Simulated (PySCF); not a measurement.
System: sum formula BNH5, net charge -1, singlet state. It need not be the lowest isomer of its formula. Whether it binds its extra electron was not tested at this geometry. SMILES: [NH3+][BH2-2]
Geometry from a B3LYP-D3(BJ)/def2-TZVP (Ansatz) optimisation:
```
N
H 1 1.0124
H 1 1.0124 2 104.83
H 1 1.1492 2 104.40 3 -109.49
B 1 1.6082 2 107.01 3 113.42
H 5 1.2203 1 110.18 2 62.63
H 5 1.2203 6 111.00 1 -122.34
```
Charge -1, spin multiplicity 1.

Dispersion corrections to the total energy (kcal/mol) from the dftd3 and dftd4 libraries through PySCF: D3(BJ) without and D4 with the three-body term, each with the damping fitted for the functional named.

```csv
functional,D3(BJ),D4
revPBE,-4.75,?
PBE,-1.73,-1.95
PBE0,-1.41,-1.60
HF,-16.50,-8.44
HSE06,-0.95,-1.45
BP86,?,-2.43
CAM-B3LYP,-1.16,?
```

### Question
What belongs in the gaps?

### Answer

- revPBE, D4: -7.78
- BP86, D3(BJ): -2.44
- CAM-B3LYP, D4: -1.56
